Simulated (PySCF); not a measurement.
Coordinates in bohr (charge 0 multiplicity 1):
```
In    2.7808    0.0000    0.0000
In   -2.7808    0.0000    0.0000
H     0.0000    2.3960    0.0000
H     0.0000   -2.3960    0.0000
H     4.0514    0.0000    2.9622
H     4.0514    0.0000   -2.9622
H    -4.0514    0.0000    2.9622
H    -4.0514    0.0000   -2.9622
```

Method: PBE0/[In def2-TZVP with ECP28, H def2-TZVP], scalar-relativistic core potentials, density fitting, no spin–orbit coupling, PySCF.

This geometry of In2H6 is a stationary point at this level.

Question: What is the point group?

Answer: D2h.

Question: Is it a minimum?

Answer: Yes: all harmonic wavenumbers are real.

Question: Which band is strongest in the infrared?

Answer: 1222 cm⁻¹ (b1u), 1175 km/mol.

Question: Give the atomic charges and bond orders.

Answer: 
```tsv
atom	Mulliken	Löwdin	polar tensor	Mayer order to In1
In1	0.29	0.07	1.08	–
In2	0.29	0.07	1.08	0.33
H3,4	-0.12	0.06	-0.47	0.47
H5,6	-0.09	-0.06	-0.31	0.94
H7,8	-0.09	-0.06	-0.31	0.01
```
Other Mayer orders above 0.3: In–H 0.47 (×2), In–H 0.94 (×2).

Question: What is the atomisation energy, with and without zero-point energy?

Answer: 1509 kJ/mol without, 1409 kJ/mol with.

This need not be the most stable arrangement of these atoms.
